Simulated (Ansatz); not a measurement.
System: C$_{2}$H$_{6}$N, charge 1, singlet. C2H6N+ (SMILES C=[NH+]C).
B3LYP-D3(BJ)/def2-TZVP minimum from Ansatz (an electronic-structure program):
```xyz
9

C      1.1511    -0.4214    -0.0189
N     -0.0552     0.3955     0.1658
C     -1.2423     0.0691    -0.1492
H      1.8431     0.1259    -0.6581
H      1.6098    -0.5836     0.9560
H      0.8779    -1.3688    -0.4748
H     -1.4319    -0.8976    -0.6015
H     -2.0572     0.7589     0.0363
H      0.0919     1.3109     0.5895
```
Charge +1, spin multiplicity 1.

Total energies in cc-pVDZ, 18 correlated electrons, 3 frozen orbitals. Radicals and triplets start from unrestricted determinants; spin-orbit coupling is neglected. Cores are frozen in correlated methods. No relativity.

```
method    program  energy (Eh)  minus CCSDT(Q) (mEh)
--------  -------  -----------  --------------------
HF         Ansatz   -133.44041                489.99
MP2        Ansatz   -133.87414                 56.27
CCSD       Ansatz   -133.91435                 16.06
CCSD(T)    Ansatz   -133.92867                  1.73
CCSDT(Q)   Ansatz   -133.93040                  0.00
```

Rough core times of Ansatz's runs on a shared machine: CCSD(T) under 20 s, CCSDT(Q) 6 min.
